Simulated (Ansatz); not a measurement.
A search over several starts for the lowest SCF solution of the cluster V₂B₂ at the given spin, in a small basis.

```yaml
crystal:
  periodic: [false, false, false]
  atoms:
    - {symbol: V, position_ang: [-0.909173, 0.060500, -0.869765]}
    - {symbol: V, position_ang: [-0.635477, -0.870923, 0.651323]}
    - {symbol: B, position_ang: [0.423836, 0.960763, 0.512371]}
    - {symbol: B, position_ang: [1.120814, -0.150340, -0.293929]}
basis:
  gaussian: {orbitals: def2-SVP, initial_orbitals: start.molden}
hamiltonian: {xc: pbe0, dispersion: d4}
output: {orbitals: {seedname: orbitals}}
```

The file start.molden holds the orbitals of an earlier run on this structure, at another level or in another basis.

```sh
$ ansatz run in.yaml --threads 4 --pin off --events-out ev --progress --plain --max-ram 3916MiB
```

Output, abridged:

```
Functional definition: PBE0
989 factors; integrals over basis functions are off by at most 7.8e-4 eV
mean field evaluation 1: about -52660.6910 eV, gradient 8.0e1 eV
mean field evaluation 2: about -52678.4279 eV, gradient 2.3e1 eV
mean field evaluation 4: about -52693.1085 eV, gradient 3.1e1 eV
mean field evaluation 8: about -52697.4036 eV, gradient 1.9e0 eV
mean field evaluation 16: about -52699.1668 eV, gradient 3.2e-5 eV
mean field evaluation 32: about -52699.1668 eV, gradient 3.7e-3 eV
mean field -52699.16675924 eV, -1936.6586576240 hartree, gradient 3.2e-5 eV, S^2 0.000000; 1 other end points of the search recorded, 0 dependent functions left out
reference -52699.16679290 eV, -1936.6586588609 hartree; 28, 28 occupied and 62, 62 virtual orbitals, 989 factors
Total energy: -52699.26888514 eV, -1936.6624106814 hartree
```

Run time 1.1 s (4 threads of AMD EPYC 9R45 on a shared host).

The restricted singlet is unstable towards broken spin symmetry at other levels; at PBE0-D4/def2-SVP this wasn't settled. The geometry of the singlet was relaxed on an unsound state (restricted singlet, unstable towards broken spin symmetry at other levels and untested here). At PBE0-D4/def2-TZVP a triplet of charge 0 lies 0.74 eV below the restricted singlet, each at its own geometry. That triplet is doubtful there (⟨S²⟩ 3.74, where a pure state has 2.00). The structure comes from a short search, and lower isomers may exist.
